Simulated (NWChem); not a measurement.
A series in which one site is exchanged, each optimised at PBE0/def2-SVP with NWChem, gas phase unless a solvent is named. Some are not confirmed as minima by frequencies. def2 effective core potentials on Cd; no spin-orbit coupling.

A: [Cl][CdH] (CdHCl; site = H)
B: [Cl][Cd][Br] (CdBrCl; site = Br)
C: [Cl][Cd][Cl] (CdCl$_{2}$; site = Cl)
D: [F][Cd][Cl] (CdClF; site = F)

Values for A:

| Item | Result |
|---|---|
| dipole (D), PBE0/def2-SVP | 2.12 |
| orbital gap (eV), PBE0/def2-SVP | 7.63 |
| vertical ionisation energy, ΔSCF, CAM-B3LYP/def2-SVP (eV) | 11.07 |
| static polarisability, CAM-B3LYP/def2-SVPD (bohr³) | 45.0 |
| lowest singlet excitation, CAM-B3LYP/def2-SVPD, TDA (eV) | 6.42 |

Q: How do these values change for the other members?

A: 
```tsv
change from A	B	C	D
dipole (D), PBE0/def2-SVP	-1.89	-2.12	-1.79
orbital gap (eV), PBE0/def2-SVP	-1.42	-1.09	-0.90
vertical ionisation energy, ΔSCF, CAM-B3LYP/def2-SVP (eV)	-0.24	+0.11	+0.55
static polarisability, CAM-B3LYP/def2-SVPD (bohr³)	+20.3	+11.3	-4.8
lowest singlet excitation, CAM-B3LYP/def2-SVPD, TDA (eV)	-1.38	-1.04	-0.92
```
